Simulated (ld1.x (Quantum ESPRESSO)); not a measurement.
## Ranking ultrasoft potentials for N

All share these settings but for the change named:

* Element: nitrogen (N)
* Generator: ld1.x (Quantum ESPRESSO) 7.5
* Type: ultrasoft
* Functional: LDA (PZ)
* Relativity: scalar-relativistic
* Frozen core: [He]
* Valence charge: 5
* Reference configuration: 2s1 2p4
* Partial waves: 2s (bound): rcut 0.80, rcutus 0.95 bohr; 2s channel at -0.2 Ry: rcut 0.80, rcutus 0.95 bohr; 2p (bound): rcut 2.00, rcutus 2.20 bohr; 2p channel at 3.95 Ry: rcut 2.00, rcutus 2.20 bohr; 3d channel at 0.1 Ry: rcut 1.85, rcutus 2.25 bohr
* Local potential: all-electron potential smoothed inside 1.35 bohr (lloc = -1)
* Core correction: a·sin(br)/r model core inside 0.80 bohr
* Augmentation charge: PSQ, radius 0.85 bohr

Cutoff: the first of the cutoffs (Ry, on a coarse ladder) from which the occupation-weighted sum of valence levels, in a spherical-Bessel basis at the reference potential, stays within 10 and 1 mRy of its value at 400 Ry; the density cutoff is not measured.

The base gives 18 Ry.

Of 7 variants that were run, those that failed, showed a ghost or another fault, or gave nearly equal values are left out.

**Question.** Rank these variants from softest to hardest (loose cutoff).
A. waves 2p (bound): rcut 1.82, rcutus 1.92 bohr; 2p channel at 3.95 Ry: rcut 1.82, rcutus 1.92 bohr
B. waves 2p (bound): rcut 1.66, rcutus 1.76 bohr; 2p channel at 3.95 Ry: rcut 1.66, rcutus 1.76 bohr
C. waves 2p (bound): rcut 2.00, rcutus 2.80 bohr; 2p channel at 3.95 Ry: rcut 2.00, rcutus 2.80 bohr
D. waves 2p (bound): rcut 1.44, rcutus 1.52 bohr; 2p channel at 3.95 Ry: rcut 1.44, rcutus 1.52 bohr

**Answer.** C (12 Ry), A (21 Ry), B (25 Ry), D (30 Ry).
